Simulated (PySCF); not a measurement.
C4H10FNSi3: full NMR table

```
Formula                               : C4H10FNSi3
SMILES                                : N#C/C([SiH3])=C(/C[SiH3])[SiH2]F
Point group of the computed structure : C1
Degrees of unsaturation               : 3
Carbon signals                        : 4
Proton signals                        : 4
```

Molfile (atoms numbered from 1):
```
C4H10FNSi3
     RDKit          3D

 19 18  0  0  0  0  0  0  0  0999 V2000
    2.7297    1.9469    1.2556 N   0  0  0  0  0  0  0  0  0  0  0  0
    2.0550    1.1912    0.7107 C   0  0  0  0  0  0  0  0  0  0  0  0
    1.2659    0.2390    0.0531 C   0  0  0  0  0  0  0  0  0  0  0  0
    2.1666   -1.3762   -0.3643 Si  0  0  0  0  0  4  0  0  0  0  0  0
   -0.0209    0.5468   -0.2313 C   0  0  0  0  0  0  0  0  0  0  0  0
   -0.9345   -0.4269   -0.8679 C   0  0  0  0  0  0  0  0  0  0  0  0
   -1.9831   -1.3315    0.4609 Si  0  0  0  0  0  4  0  0  0  0  0  0
   -0.6959    2.2563    0.2236 Si  0  0  0  0  0  4  0  0  0  0  0  0
   -2.2295    2.2680   -0.2897 F   0  0  0  0  0  0  0  0  0  0  0  0
    1.4861   -2.4969    0.2905 H   0  0  0  0  0  0  0  0  0  0  0  0
    3.5438   -1.2674    0.1085 H   0  0  0  0  0  0  0  0  0  0  0  0
    2.1423   -1.5556   -1.8198 H   0  0  0  0  0  0  0  0  0  0  0  0
   -0.3801   -1.1708   -1.4425 H   0  0  0  0  0  0  0  0  0  0  0  0
   -1.6228    0.0850   -1.5407 H   0  0  0  0  0  0  0  0  0  0  0  0
   -1.0742   -1.9602    1.4225 H   0  0  0  0  0  0  0  0  0  0  0  0
   -2.8467   -0.3704    1.1421 H   0  0  0  0  0  0  0  0  0  0  0  0
   -2.7788   -2.3446   -0.2351 H   0  0  0  0  0  0  0  0  0  0  0  0
   -0.7834    2.4672    1.6587 H   0  0  0  0  0  0  0  0  0  0  0  0
   -0.0492    3.3093   -0.5423 H   0  0  0  0  0  0  0  0  0  0  0  0
  1  2  3  0
  2  3  1  0
  3  4  1  0
  3  5  2  0
  5  6  1  0
  6  7  1  0
  5  8  1  0
  8  9  1  0
  4 10  1  0
  4 11  1  0
  4 12  1  0
  6 13  1  0
  6 14  1  0
  7 15  1  0
  7 16  1  0
  7 17  1  0
  8 18  1  0
  8 19  1  0
M  END
```

- PBE0/pcSseg-1 with gauge-including orbitals
- geometry: GFN2-xTB
- code: PySCF 2.14.0 with density-fitted response routines
- no relativistic terms, one conformer, in vacuum, one averaged value for each set of equivalent atoms

δ = σ(ref) − σ, references computed at the same level: TMS for ¹H (31.72 ppm), ¹³C (186.93 ppm), ²⁹Si (349.16 ppm); ¹⁹F (170.95 ppm) vs CFCl3; NH3 for ¹⁵N (267.73 ppm).

| carbon | δC, type | δH (multiplicity) | HMBC from (2–3 bonds) | span of the C tensor (ppm) |
| --- | --- | --- | --- | --- |
| C2 | 123.8, C | – | H10/H11/H12 | 351 |
| C3 | 115.9, C | – | H18/H19, H10/H11/H12, H13/H14 | 207 |
| C5 | 191.9, C | – | H18/H19, H10/H11/H12, H15/H16/H17, H13/H14 | 296 |
| C6 | 26.5, CH2 | 2.50 (q) | H18/H19, H15/H16/H17 | 42 |

Other nuclei:
```json
{"atoms": "H18/H19", "nucleus": "¹H", "environment": "hydrogen on a silicon bonded to C, F", "δ (ppm)": "5.50", "σ (ppm)": "26.22"}
{"atoms": "H10/H11/H12", "nucleus": "¹H", "environment": "hydrogen on a silicon bonded to C", "δ (ppm)": "4.35", "σ (ppm)": "27.37"}
{"atoms": "H15/H16/H17", "nucleus": "¹H", "environment": "hydrogen on a silicon bonded to C", "δ (ppm)": "4.05", "σ (ppm)": "27.67"}
{"atoms": "F9", "nucleus": "¹⁹F", "environment": "fluorine bonded to Si", "δ (ppm)": "-229.0", "σ (ppm)": "400.0"}
{"atoms": "Si8", "nucleus": "²⁹Si", "environment": "silicon bonded to C, F, 2 H", "δ (ppm)": "-11.9", "σ (ppm)": "361.1"}
{"atoms": "Si7", "nucleus": "²⁹Si", "environment": "silicon bonded to C, 3 H", "δ (ppm)": "-67.8", "σ (ppm)": "417.0"}
{"atoms": "Si4", "nucleus": "²⁹Si", "environment": "silicon bonded to C, 3 H", "δ (ppm)": "-78.2", "σ (ppm)": "427.4"}
{"atoms": "N1", "nucleus": "¹⁵N", "environment": "nitrile nitrogen", "δ (ppm)": "325.4", "σ (ppm)": "-57.6"}
```

1. Carbon types of the structure: 3 × C, 1 × CH2, leaving 8 H on heteroatoms.
2. δC 191.9, 115.9: fully substituted alkene carbon.
3. δC 123.8: nitrile carbon; typical of a nitrile.
4. δC 26.5: allylic sp3 CH2 bonded to Si.
5. δH 4.35, 4.05: hydrogen on a silicon bonded to C.
6. δH 2.50: hydrogen on an allylic sp3 CH2 bonded to Si; allylic position.

Splittings by ¹⁹F in the carbon and heteronuclear signals aren't shown, as no couplings were computed. Shifts are as computed. Against solution values, carbons near 30 ppm lie about +3 ppm off and those near 130 ppm about +5 ppm. Of 1309 compounds with measured shifts, 239 miss one by over three times the rms of a fit or turn the order of signals round; such compounds aren't used in these exercises. Unscaled 19F shifts against computed CFCl3 carry errors that often reach 10 to 50 ppm. Experimental scales use liquid or dissolved standards, which lie at an offset from isolated NH3 (liquid NH3: subtract about 20 ppm). Unscaled 15N shifts of sp2 nitrogen come out 20 to 40 ppm too high even then. No couplings were computed; multiplicities are counted from neighbouring protons, with m where these are inequivalent, close in shift, in a saturated or five-membered ring or joined by F or P, and br s for small geminal =CH2 splittings.
